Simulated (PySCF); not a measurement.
# RhSCl, triplet: computed properties

Computed with UPBE0 in PySCF with Rh def2-TZVP with ECP28, S def2-TZVP, Cl def2-TZVP; scalar-relativistic core potentials, no spin–orbit coupling; density-fitted integrals.

The structure is a minimum.

* Point group: Cs
* Bond lengths: Rh–Cl 2.182 Å, Rh–S 2.019 Å
* Bond angles: Cl–Rh–S 113.1°
* Dipole moment: 2.71 D
* Entropy at 298.15 K and 1 bar (electronic part: spin only): 314.2 J/(mol K)
* Highest occupied level (β): -7.28 eV
* Heat capacity Cp at 298.15 K: 52.4 J/(mol K)
* Lowest empty level (β): -4.38 eV
* Principal polarisabilities: 46.0, 55.3, 99.7 bohr³
* Zero-point energy: 6.2 kJ/mol
* Principal quadrupole moments (Buckingham, traceless) about the centre of mass: -2.97, -1.78, 4.75 D Å
* Rotational constants: 0.3139, 0.08143, 0.06465 cm⁻¹
* Rotational symmetry number: 1
* Enthalpy at 298.15 K above 0 K: 13.22 kJ/mol
* Spin squared ⟨S²⟩: 2.017
* Atomisation energy without zero-point energy: 628 kJ/mol

Harmonic modes (masses in u: Rh 102.906, S 31.972, Cl 34.969):
```json
{"symmetry": "a'", "ω (cm⁻¹)": "88", "IR (km/mol)": "3.0"}
{"symmetry": "a'", "ω (cm⁻¹)": "398", "IR (km/mol)": "37.6"}
{"symmetry": "a'", "ω (cm⁻¹)": "550", "IR (km/mol)": "17.3"}
```

Charges (e):
| atom | Mulliken | Löwdin | polar tensor | spin (Mulliken) | Mayer order to Rh1 |
| --- | --- | --- | --- | --- | --- |
| Rh1 | 0.62 | -0.34 | 0.80 | 1.05 | – |
| S2 | -0.26 | 0.28 | -0.30 | 0.90 | 2.01 |
| Cl3 | -0.36 | 0.06 | -0.50 | 0.05 | 0.95 |

Mulliken populations on Rh1 (electrons outside its core potential): s 2.37, p 6.19, d 7.82, f 0.01.

Outer orbital energies (eV). α occupied: -10.98, -10.50, -9.94, -9.08, -7.88, -7.84, -7.52, -7.34; empty: -4.10, -1.69, 0.39, 1.19. β occupied: -11.27, -10.81, -10.00, -9.81, -9.07, -8.46, -7.30, -7.28; empty: -4.38, -3.86, -3.69, -1.15.

Formally Rh is in oxidation state +3, d6, with 2 unpaired electrons (the high-spin count would be 4). The Mulliken spin on Rh is 1.05. The polar-tensor charge on Rh, 0.80, is far below the formal one.

Other isomers or separated fragments may lie lower. Open d and f shells are described by one determinant, and the ground state may have another occupation or spin.

The final relaxation and frequency run took 54 s on 4 threads of a shared Arm Neoverse V1 host, with 114 basis functions and 13 gradients; the process peaked at 1.1 GiB. Launch command: `OMP_NUM_THREADS=4 python axn.py task.json out`.
